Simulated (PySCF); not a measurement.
Static response to an electric field

Compound: C2H11FN2Si2.
Structure used (GFN2-xTB), in Å, numbered top down from 1:
```xyz
18
C2H11FN2Si2 angstrom
N     -2.3343    1.8831    0.4004
Si    -1.7849    0.2632    0.2649
F     -1.1717   -0.0320    1.7361
N     -0.6784    0.2693   -1.0358
C      0.0426   -0.8998   -1.4779
C      1.1903   -1.3005   -0.5476
Si     2.4912    0.0646   -0.3070
H     -2.8135    2.1373    1.2477
H     -2.7803    2.3103   -0.3923
H     -2.7216   -0.8355    0.0783
H     -0.1500    1.1155   -1.1850
H      0.4337   -0.7120   -2.4839
H     -0.6766   -1.7219   -1.5449
H      0.7665   -1.5686    0.4213
H      1.6608   -2.2012   -0.9472
H      1.9617    1.1807    0.4766
H      3.6511   -0.5061    0.3823
H      2.9047    0.5598   -1.6271
```

Level: CAM-B3LYP/def2-SVPD (PySCF), static field, nuclei fixed, core orbitals frozen in the response. The polarisability tensor in these axes (au):

```
x   100.37  -2.70  -2.24
y    -2.70  88.70   3.24
z    -2.24   3.24  82.73
```

**Question.** Give the principal values, the mean and the anisotropy Δα = √{½[(α1 − α2)² + (α2 − α3)² + (α1 − α3)²]}.

**Answer.** Principal values 81.26, 89.12 and 101.42 au; mean 90.60 au = 13.43 Å³ = 14.94 × 10⁻⁴⁰ C²·m²/J; Δα = 17.60 au (19 % of the mean).

**Question.** What is the dipole moment, and where does it point?

**Answer.** (-1.00, 0.31, -1.59) D, 1.90 D in size, pointing from the negative to the positive side. Measured along this direction, the outermost atoms are H17 at the negative end and H9 at the positive end.

**Question.** In a dilute gas of rigid molecules at 500 K, how does the orientational term μ²/3kT compare with the electronic polarisability?

**Answer.** In Gaussian units μ²/3kT = 17.45 Å³ against 13.43 Å³, a ratio of 1.30; the Debye molar polarisation (4π/3)N_A(α + μ²/3kT) is 77.9 cm³/mol, leaving out the vibrational part.

**Question.** What molar refraction does this α imply?

**Answer.** Lorentz–Lorenz: R = (4π/3)N_A α = 2.5225 cm³/(mol·Å³) × 13.43 Å³ = 33.9 cm³/mol, in the limit of long wavelengths.

**Question.** In TDDFT the mean static polarisability is Σ f/ω² over all singlet excitations (ω in hartree). How much of it do the 8 lowest give? Their energies (eV) and oscillator strengths: 6.70, 0.0142; 6.95, 0.0264; 7.37, 0.0310; 7.69, 0.0084; 7.79, 0.0247; 8.14, 0.0287; 8.16, 0.0388; 8.18, 0.0267.

**Answer.** They add up to 2.52 au, 2.8 % of the 90.60 au; the largest single term is 0.43 au, from the state at 8.16 eV. Terms in order: 0.23, 0.40, 0.42, 0.11, 0.30, 0.32, 0.43, 0.30 au. Higher excitations give the rest. The strengths listed sum to 0.199.

**Question.** Give the principal axes and the span of the nuclei along them.

**Answer.** Largest value along (0.96, -0.24, -0.16), where the nuclei span 6.97 Å; middle along (0.28, 0.89, 0.35), 4.05 Å; least along (0.05, -0.38, 0.92), 3.55 Å. The response follows the extents in order.

**Question.** What would n − 1 = 2πNα be for an ideal gas of these molecules at 298.15 K and 1 atm, electronic part alone?

**Answer.** N = p/kT = 2.4615 × 10¹⁹ cm⁻³, so n − 1 = 2π × N × 13.43 × 10⁻²⁴ cm³ = 2076 × 10⁻⁶ at long wavelengths.

Isolated species at its GFN2-xTB geometry (one conformer only).
